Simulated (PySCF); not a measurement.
Computed with PySCF and rigid-rotor harmonic-oscillator thermochemistry at 1 bar. Table values come from the NASA 1993 polynomials. All species are closed-shell singlets. Cs: scalar-relativistic def2 core potential, no spin-orbit coupling. The harmonic model lacks anharmonicity and excited electronic states, which grow with temperature; levels with a mode under 35 cm⁻¹ are left out. The table's entry may be an old estimate for CsOH (not checked at source).

Harmonic frequencies at PBE0/def2-TZVP (cm⁻¹): 332, 332, 388, 3912. Point group C∞v; S°(298 K) = 252.9 J/mol/K at this level.

Q: Work out Cp and S° of gaseous CsOH at 500, 800, 1200, 1600, 2000 K from these, and set them beside the table.

A: 
```tsv
T (K)	Cp PBE0/def2-TZVP	Cp table	S° PBE0/def2-TZVP	S° table
500	52.0	52.4	279.1	281.3
800	53.6	53.9	303.9	306.3
1200	55.4	55.9	326.0	328.5
1600	57.1	57.5	342.1	344.8
2000	58.4	58.8	355.0	357.8
```
Units J/mol/K.
